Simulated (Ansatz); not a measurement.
Basis-set extrapolation for AlH6OPSi (`[OH][AlH][SiH2]P`) (PBE0-D4/def2-TZVP geometry, frozen core, the Gaussian-basis code of Ansatz). Multiplicity 1, RHF reference.

|  | def2-TZVPP | def2-QZVPP |
| --- | --- | --- |
| HF | -950.063339 | -950.092997 |
| MP2 correlation | -0.603568 | -0.651129 |
| CCSD(T) correlation | -0.682891 | not run |

Energies in hartree. Use E(X) = E(∞) + A·exp(−7.88·√X) for Hartree–Fock and E(X) = E(∞) + B·X^(−2.97) for correlation, with X = 3 and 4, and add CCSD(T) minus MP2 of the smaller set to the MP2 limit.

Task: What is the CCSD(T) energy at the basis-set limit?

Result: HF limit: -950.092997 + (-0.029658) × 0.13774 = -950.09708. MP2 limit: -0.651129 + (-0.047561) × 0.74074 = -0.68636. Higher-order term: -0.682891 − (-0.603568) = -0.07932. Total: -950.86276 hartree, 73.1 kcal/mol below CCSD(T)/def2-TZVPP.
